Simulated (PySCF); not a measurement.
SMILES C=C=C=CCC#CCC, C9H10

Geometry:
| atom | x (Å) | y (Å) | z (Å) |
| --- | --- | --- | --- |
| C1 | 4.541 | 1.228 | -0.005 |
| C2 | 3.504 | 0.452 | -0.180 |
| C3 | 2.504 | -0.286 | -0.380 |
| C4 | 1.461 | -1.062 | -0.542 |
| C5 | 0.662 | -1.627 | 0.601 |
| C6 | -0.701 | -1.127 | 0.543 |
| C7 | -1.819 | -0.705 | 0.450 |
| C8 | -3.160 | -0.158 | 0.365 |
| C9 | -3.122 | 1.363 | 0.211 |
| H10 | 5.089 | 1.636 | -0.840 |
| H11 | 4.886 | 1.493 | 0.982 |
| H12 | 1.109 | -1.310 | -1.536 |
| H13 | 0.639 | -2.721 | 0.527 |
| H14 | 1.117 | -1.349 | 1.555 |
| H15 | -3.675 | -0.606 | -0.490 |
| H16 | -3.712 | -0.427 | 1.271 |
| H17 | -2.585 | 1.639 | -0.693 |
| H18 | -2.616 | 1.815 | 1.061 |
| H19 | -4.132 | 1.762 | 0.153 |

Level of theory: quadratic response PBE0/def2-SVPD first hyperpolarisability, Taylor convention, gas phase in PySCF 2.14.0. Geometry: GFN2-xTB.

Question: Give the tensor of the static β(0;0,0) in the axes of these coordinates.

Answer: In au, Taylor convention; rows are the first index (the induced dipole):
```tsv
	xx	yy	zz	xy	xz	yz
x	-328.7	-18.9	-10.0	-83.5	+48.0	+7.1
y	-83.5	-25.4	-1.5	-18.9	+7.1	+3.1
z	+48.0	+3.1	+4.7	+7.1	-10.0	-1.5
```
Norm of βᵢ = ⅓ Σⱼ (βᵢⱼⱼ + βⱼᵢⱼ + βⱼⱼᵢ): 378.4 au, hyper-Rayleigh value 155.2 au.
